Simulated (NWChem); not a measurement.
# C₃H₃ cation

```xyz
6

C      0.0000     0.0000    -1.3389
C      0.0000     0.0000    -0.1036
C      0.0000     0.0000     1.2444
H      0.0000     0.0000    -2.4262
H      0.0000     0.9468     1.8075
H      0.0000    -0.9468     1.8075
```
Atoms are numbered in this order, from 1.

Computed with NWChem. All runs use the structure optimised with PBE0/def2-SVP. Vertical excitations in the gas phase; the lowest state need not have the same character in each row.

| level | lowest excitation, singlet (eV) | oscillator strength of that lowest state | lowest state with f > 0.02, singlet (eV) | oscillator strength of that bright state | lowest triplet (eV) | orbital gap (eV) |
|---|---|---|---|---|---|---|
| PBE/def2-SVPD, full TDDFT | (withheld) | 0.000 | (withheld) | (withheld) | 1.58 | (withheld) |
| B3LYP/def2-SVPD, full TDDFT | 2.22 | 0.000 | 5.32 | 0.120 | 1.67 | 3.89 |
| PBE0/def2-SVPD, full TDDFT | 2.21 | 0.000 | 5.35 | 0.126 | 1.57 | 4.31 |

**Question.** Fill in the missing entries.

**Answer.** 
- PBE/def2-SVPD, full TDDFT, lowest excitation, singlet (eV): 2.15
- PBE/def2-SVPD, full TDDFT, lowest state with f > 0.02, singlet (eV): 5.39
- PBE/def2-SVPD, full TDDFT, oscillator strength of that bright state: 0.111
- PBE/def2-SVPD, full TDDFT, orbital gap (eV): 2.01
